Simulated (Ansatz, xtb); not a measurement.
## A geometry optimisation of CHOSe with r2SCAN-D4/def2-SVP

The starting geometry of this gas-phase doublet has its atoms placed at random; its bonds are those of `[C]1=[SeH]O1`.

```yaml
atoms:
  - { symbol: C, position_ang: [0.6370, -0.1176, 0.9220] }
  - { symbol: O, position_ang: [-0.5285, -0.6914, 1.7184] }
  - { symbol: Se, position_ang: [-0.7307, 0.8014, 0.4967] }
  - { symbol: H, position_ang: [0.0244, 0.2028, -0.7757] }
```

Guess where an optimisation with r2SCAN-D4/def2-SVP ends from this start.

It ends as `O=[C][SeH]`. Distances that change by over a tenth: C1–O2 (1.52 → 1.17 Å), C1–Se3 (1.70 → 1.99 Å). Contacts that open: O2–Se3 (1.94 → 2.86 Å).

The energy falls by 5.84 eV over 13 steps:

```
step  E − E(last) (eV)
   1             5.843
   2             3.736
   4             0.862
   5             0.254
   6             0.103
   8             0.048
   9             0.009
  10             0.004
  12             0.000
  13             0.000
```

Final geometry (Å):

```xyz
4

C     0.1474   -0.4964    1.1425
O    -0.0396   -0.7822    2.2593
Se   -0.7616    0.9097    0.0650
H     0.0561    0.5641   -1.1055
```

From the same start GFN2-xTB reaches the same bonding as this run.

From so rough a start the end depends on the optimiser's path, so another program may land elsewhere. No frequencies were run, so the end isn't proven a minimum. Open shells are spin-unrestricted. Run with Ansatz 0.2.0, 80 s on 1 thread of Arm Neoverse V1, with other jobs on the host.
